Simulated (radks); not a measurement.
Results of a calculation; reference values are marked as such.
The molybdenum ion Mo13+, 29 electrons, occupied as [Ar] 3d10 4s1. Code: a radial shooting solver on a logarithmic mesh with Libxc functionals. Model: scalar-relativistic Kohn-Sham, PBE, spin-polarised, spherical densities, finite nucleus; open shells are filled with parallel spins first (spin-orbit coupling, left out, can overturn this in heavy ions); Fermi nuclear charge, rms radius 4.4091 fm. Some entries of the table are withheld. Estimate them.

orbital,occ.,eigenvalue (eV),<1/r> (bohr^-1)
1s up,1,-20106.57,43.55
1s down,1,-20106.27,43.55
2s up,1,-3077.073,9.813
2s down,1,-3076.864,9.812
2p up,3,-2781.262,9.540
2p down,3,-2781.047,9.540
3s up,1,-743.6964,3.394
3s down,1,-743.1906,3.396
3p up,3,(1),(2)
3p down,3,(3),(4)
3d up,5,-488.4593,(5)
3d down,5,-487.9232,(6)
4s up,1,-294.0967,1.448
4s down,0,-291.0151,1.454

Answer. 
(1) 3p up eigenvalue (eV): -646.3404
(2) 3p up <1/r> (bohr^-1): 3.235
(3) 3p down eigenvalue (eV): -645.8037
(4) 3p down <1/r> (bohr^-1): 3.238
(5) 3d up <1/r> (bohr^-1): 3.017
(6) 3d down <1/r> (bohr^-1): 3.020
